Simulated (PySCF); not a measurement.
Compound: C₃H₁₅N₃OSi₃.
Geometry (PBE0-D3(BJ)/def2-SVP, Å), atoms numbered from 1 in this order:
```xyz
25
C3H15N3OSi3 angstrom
C      3.6035    0.2550    0.0949
C      2.3209   -0.1976   -0.5737
C      2.2757   -1.7013   -0.7927
O      1.2385    0.2132    0.2411
Si    -0.3188    0.4573   -0.2837
N     -1.2423   -1.0016   -0.0702
Si    -2.9701   -1.0679    0.0574
N     -3.4700    0.5906    0.2243
Si    -2.6727    1.8922    1.0646
N     -0.9847    1.7109    0.7072
H      3.5952    1.3451    0.2383
H      3.7016   -0.2192    1.0837
H      4.4815   -0.0124   -0.5117
H      2.2423    0.3004   -1.5610
H      3.1196   -2.0379   -1.4137
H      1.3439   -1.9978   -1.2994
H      2.3264   -2.2254    0.1750
H     -0.2495    0.8366   -1.7265
H     -0.7081   -1.7890    0.2862
H     -3.6883   -1.5983   -1.1447
H     -3.3147   -1.9645    1.2076
H     -4.3192    0.8489   -0.2687
H     -2.8770    1.8811    2.5487
H     -3.2770    3.1616    0.5483
H     -0.3068    2.3028    1.1788
```

Hirshfeld charges (e) from the PBE0/pcSseg-1 density (PySCF), one withheld:

| atom | bonded to | charge |
| --- | --- | --- |
| C1 | C2 H11 H12 H13 | -0.1226 |
| C2 | C1 C3 O4 H14 | +0.0540 |
| C3 | C2 H15 H16 H17 | -0.1228 |
| O4 | C2 Si5 | -0.2245 |
| Si5 | O4 N6 N10 H18 | ? |
| N6 | Si5 Si7 H19 | -0.3376 |
| Si7 | N6 N8 H20 H21 | +0.3978 |
| N8 | Si7 Si9 H22 | -0.3255 |
| Si9 | N8 N10 H23 H24 | +0.3997 |
| N10 | Si9 Si5 H25 | -0.3361 |
| H11 | C1 | +0.0407 |
| H12 | C1 | +0.0397 |
| H13 | C1 | +0.0429 |
| H14 | C2 | +0.0314 |
| H15 | C3 | +0.0445 |
| H16 | C3 | +0.0393 |
| H17 | C3 | +0.0388 |
| H18 | Si5 | -0.0955 |
| H19 | N6 | +0.1160 |
| H20 | Si7 | -0.0933 |
| H21 | Si7 | -0.0939 |
| H22 | N8 | +0.1203 |
| H23 | Si9 | -0.0951 |
| H24 | Si9 | -0.0928 |
| H25 | N10 | +0.1220 |

**Question.** What is the charge on Si5?

**Answer.** The charges add up to the total charge, 0. The others sum to -0.4526, which leaves +0.4526 e for Si5 (oxygen-bound silicon); the computed value is +0.4525, the difference coming from rounding and the integration grid.

**Question.** Add each hydrogen's charge to the atom that carries it.

**Answer.** C1 +0.0007, C2 +0.0854, C3 -0.0002, Si5 +0.3570, N6 -0.2216, Si7 +0.2106, N8 -0.2052, Si9 +0.2118, N10 -0.2141. Atoms without hydrogen keep their charges.

**Question.** Across which bond do the charges differ most?

**Answer.** Si5–N6: +0.4525 on Si5 against -0.3376 on N6, a difference of 0.7901 e (Si5–N10 within 0.003 e of it). The lower charge is on the more electronegative element of the two (Pauling values: N 3.04, Si 1.90).

**Question.** Take the bonds between elements whose Pauling electronegativities differ by more than 0.25. In how many does the more electronegative atom carry the lower charge?

**Answer.** In 22 of 23; it doesn't in C2–H14.

**Question.** How much positive and how much negative charge does this set hold in all?

**Answer.** +1.9396 e on 14 atoms and -1.9397 e on 11.

The Hirshfeld scheme divides the density at each point in proportion to the densities of the neutral, spherically averaged free atoms. One conformer (not necessarily the lowest) at the PBE0-D3(BJ)/def2-SVP geometry, without solvent, vibrations or thermal averaging.
